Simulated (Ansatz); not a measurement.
Isolated molecules relaxed with PBE0-D4/def2-TZVP in Ansatz; ΔE leaves out vibrations. CCSD(T)/CBS is the MP2 limit (def2-TZVPP, def2-QZVPP) plus CCSD(T) − MP2 in def2-TZVPP, frozen cores. Functionals use def2-TZVPP. HSE06 is defined as in plane-wave codes. Elements past krypton have def2 core potentials. For Br, In outer-core shells are correlated without core-valence functions, which leaves a few kJ/mol of doubt a bond. Scalar relativity is left out up to krypton. Each species was taken in one conformer, which may not be the lowest.

Consider the redistribution: `C[N](C)[InH2]` + `[Br][Al]([Br])[Br]` → `C[N](C)[InH][Br]` + `[Br][AlH][Br]`.

```json
{"level": "B97M-V", "ΔE (kcal/mol)": "2.5", "difference from CCSD(T)/CBS": "0.8"}
{"level": "r2SCAN0-D4", "ΔE (kcal/mol)": "2.6", "difference from CCSD(T)/CBS": "0.9"}
{"level": "ωB97M-V", "ΔE (kcal/mol)": "2.4", "difference from CCSD(T)/CBS": "0.7"}
{"level": "PBE", "ΔE (kcal/mol)": "2.5", "difference from CCSD(T)/CBS": "0.8"}
{"level": "r2SCAN0", "ΔE (kcal/mol)": "2.5", "difference from CCSD(T)/CBS": "0.8"}
{"level": "HSE06", "ΔE (kcal/mol)": "2.2", "difference from CCSD(T)/CBS": "0.5"}
{"level": "CAM-B3LYP", "ΔE (kcal/mol)": "1.8", "difference from CCSD(T)/CBS": "0.1"}
{"level": "LC-ωPBE", "ΔE (kcal/mol)": "2.6", "difference from CCSD(T)/CBS": "0.9"}
{"level": "HF/def2-SVP", "ΔE (kcal/mol)": "-0.3", "difference from CCSD(T)/CBS": "-2.0"}
{"level": "CCSD/def2-SVP", "ΔE (kcal/mol)": "1.6", "difference from CCSD(T)/CBS": "-0.1"}
{"level": "CCSD(T)/def2-SVP", "ΔE (kcal/mol)": "2.0", "difference from CCSD(T)/CBS": "0.3"}
{"level": "MP2/def2-TZVPP", "ΔE (kcal/mol)": "2.8", "difference from CCSD(T)/CBS": "1.1"}
{"level": "CCSD(T)/def2-TZVPP", "ΔE (kcal/mol)": "2.6", "difference from CCSD(T)/CBS": "0.9"}
{"level": "MP2/def2-QZVPP", "ΔE (kcal/mol)": "2.3", "difference from CCSD(T)/CBS": "0.6"}
{"level": "SCS-MP2/def2-QZVPP", "ΔE (kcal/mol)": "1.7", "difference from CCSD(T)/CBS": "0.0"}
{"level": "CCSD/CBS(def2)", "ΔE (kcal/mol)": "1.4", "difference from CCSD(T)/CBS": "-0.3"}
{"level": "CCSD(T)/CBS", "ΔE (kcal/mol)": "1.7", "difference from CCSD(T)/CBS": "0"}
```

Largest T1 diagnostic among the species: 0.017.

In def2-TZVPP, CCSD(T) changes the Hartree–Fock value by +3.5 kcal/mol (the triples alone add +0.3 kcal/mol) and MP2 by +3.6 kcal/mol. Leaving LDA and LC-ωPBE aside and taking each functional with its dispersion term where it has one, the values, not all of them listed here, spread over 2.2 kcal/mol, from BHLYP-D4 to revPBE-D4. LDA lies +1.3 kcal/mol from PBE without D4.
